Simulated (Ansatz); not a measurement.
Consider the ligand exchange at the Al–N bond: `[NH2][Al]([OH])[OH]` + HCl → `[OH][Al]([OH])[Cl]` + NH₃.

Computed with Ansatz on PBE0-D4/def2-TZVP structures; ΔE is electronic, products minus reactants. CBS: MP2 limit from def2 TZ/QZ plus the TZ coupled-cluster correction, frozen cores. This one scheme is used for every species. Functionals use def2-TZVPP. B3LYP here is the variant with VWN-RPA as its local correlation; programs differ in this. Each species was taken in one conformer, which may not be the lowest.

(1) Is it downhill or uphill in electronic energy at CCSD(T)/CBS, and by how much? (An estimate is asked.)

(2) What do these levels give: LDA (SPW92), PBE0-D4, B3LYP-D4, BHLYP-D4, ωB97X-V, PBE, PBE0, r2SCANh, BHLYP, MP2/def2-SVP, CCSD(T)/def2-TZVPP, MP2/CBS(def2)? (Estimate.)

Largest T1 diagnostic among the species: 0.011.

Answers

(1) Ansatz gave: Downhill: ΔE = -17.9 kcal/mol.

(2) Ansatz gave: LDA (SPW92) -16.7, PBE0-D4 -18.8, B3LYP-D4 -17.8, BHLYP-D4 -18.5, ωB97X-V -18.3, PBE -18.5, PBE0 -18.9, r2SCANh -19.0, BHLYP -18.3, MP2/def2-SVP -18.6, CCSD(T)/def2-TZVPP -17.6, MP2/CBS(def2) -18.5 kcal/mol.

Leaving LDA and LC-ωPBE aside and taking each functional with its dispersion term where it has one, the values, not all of them listed here, spread over 2.2 kcal/mol, from B97M-V to CAM-B3LYP-D4. LDA lies +1.8 kcal/mol from PBE without D4. From BLYP to BHLYP (50 % exact exchange), in def2-TZVPP and without D4, ΔE moves by −0.7 kcal/mol.
